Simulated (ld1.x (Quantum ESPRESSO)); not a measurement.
# Scattering properties, ultrasoft potential for tin (Sn)

tin, ultrasoft, made with ld1.x (Quantum ESPRESSO) 7.5 (PBE, fully relativistic). Core [Kr], reference 4d10 5s2 5p2. Waves: 5s (bound): rcut 2.00, rcutus 2.35 bohr; 5s channel at 2.75 Ry: rcut 2.00, rcutus 2.35 bohr; 5p (bound): rcut 1.90, rcutus 2.55 bohr; 5p channel at 0.1 Ry: rcut 1.90, rcutus 2.55 bohr; 4d (bound): rcut 0.90, rcutus 1.05 bohr; 4d channel at -1.6 Ry: rcut 0.90, rcutus 1.05 bohr. Local part: all-electron potential smoothed inside 2.20 bohr (lloc = -1). Core correction: Bessel-smoothed model core inside 0.55 bohr. Augmentation charge: built from norm-conserving waves at rcut, not smoothed further.

Open shells are filled in proportion to 2j + 1 (rel_dist='average').

The phase is arctan(r·u′/u) with u = r·R(r), unwrapped; energies in Ry, scanned from -4 to 5 Ry. A pole is an energy at which the radial function vanishes at the test radius. The pseudo phase is shifted by a multiple of π to meet the all-electron one at the reference energy, and phase errors are pseudo minus all-electron; the curves can meet again beyond the range given. Levels narrower than the energy grid can be missing from the lists of poles.

```tsv
channel	radius (bohr)	reference energy (Ry)	poles, all-electron	poles, pseudo	unbroken range about the reference energy with phases within 0.05 rad	phase error 1 Ry above the reference energy (rad)
s	2.74	-0.77	0.34	0.06, 1.11	below 0.0	-0.131
p1/2	2.74	-0.29	1.39	1.40	below 4.1	+0.000
p3/2	2.74	-0.26	1.58	1.58	below 4.2	+0.000
d3/2	2.74	-1.94	-1.89, 3.62	-1.89, 3.64	the whole range	-0.000
d5/2	2.74	-1.87	-1.81, 3.67	-1.81, 3.69	the whole range	-0.000
```

A Bessel basis up to 400 Ry misses an occupied level by 0.25 Ry, so cutoffs and ghosts were not judged.

Phases in the d3/2 channel:

| E (Ry) | all-electron | pseudo |
| --- | --- | --- |
| -4.00 | 1.384 | 1.384 |
| -3.52 | 1.370 | 1.370 |
| -3.04 | 1.351 | 1.351 |
| -2.56 | 1.317 | 1.317 |
| -2.08 | 1.105 | 1.105 |
| -1.60 | -1.773 | -1.773 |
| -1.12 | -1.842 | -1.842 |
| -0.64 | -1.905 | -1.905 |
| -0.16 | -2.000 | -2.000 |
| 0.32 | -2.182 | -2.183 |
| 0.80 | -2.651 | -2.652 |
| 1.28 | -3.672 | -3.672 |
| 1.76 | -4.271 | -4.270 |
| 2.24 | -4.492 | -4.491 |
| 2.72 | -4.601 | -4.600 |
| 3.20 | -4.669 | -4.667 |
| 3.68 | -4.718 | -4.716 |
| 4.16 | -4.761 | -4.758 |
| 4.64 | -4.802 | -4.798 |
